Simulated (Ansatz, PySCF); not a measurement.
Bond stretch in BeH (cation, charge +1), singlet.

- RKS-B3LYP/LANL2DZ = PySCF with restricted B3LYP/LANL2DZ
- FCI = full CI/cc-pVQZ, frozen core (Ansatz, an electronic-structure program)

Energies relative to the lowest point of each curve near equilibrium, in kcal/mol:

| R / Å | RKS-B3LYP/LANL2DZ |
|---|---|
| 1.33 | 0.0 |
| 1.43 | 1.3 |
| 1.44 | 1.6 |
| 1.52 | 4.6 |
| 1.66 | 12.1 |
| 1.77 | 19.0 |
| 2.00 | 34.0 |
| 2.42 | 58.2 |
| 2.67 | 69.3 |
| 3.62 | 92.3 |
| 4.06 | 96.5 |
| 5.31 | 99.6 |

Q: Estimate the FCI values at these points.

A: 1.33: 0.0; 1.43: 2.1; 1.44: 2.4; 1.52: 5.9; 1.66: 13.7; 1.77: 20.5; 2.00: 34.6; 2.42: 54.2; 2.67: 61.5; 3.62: 71.6; 4.06: 72.4; 5.31: 72.9 (kcal/mol).

The restricted form behind RKS-B3LYP/LANL2DZ keeps the bonding electrons paired and can't separate into open-shell fragments.
